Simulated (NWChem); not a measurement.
GaH$_{2}$Br; SMILES [GaH2][Br]

```xyz
4

Ga     0.0000     0.0000    -1.1626
H      0.0000     1.4082    -1.8316
H      0.0000    -1.4082    -1.8316
Br     0.0000     0.0000     1.1344
```
Atoms are numbered in this order, from 1.

Structure relaxed at the PBE0/def2-SVP level.

Symmetry labels are those of C2v in the frame above (b1 and b2, or b-type labels, depend on it).

List the 4 lowest vertical singlet excitations from PBE/def2-SVPD, TDA (NWChem).


```csv
state,energy (eV),oscillator strength,symmetry,leading excitation (squared amplitude)
S1,4.18,0.000,a2,HOMO → LUMO (1.00)
S2,5.20,0.056,a1,HOMO−1 → LUMO (0.93)
S3,5.72,0.005,b1,HOMO−2 → LUMO (0.99)
S4,5.78,0.000,a2,HOMO−3 → LUMO (1.00)
```
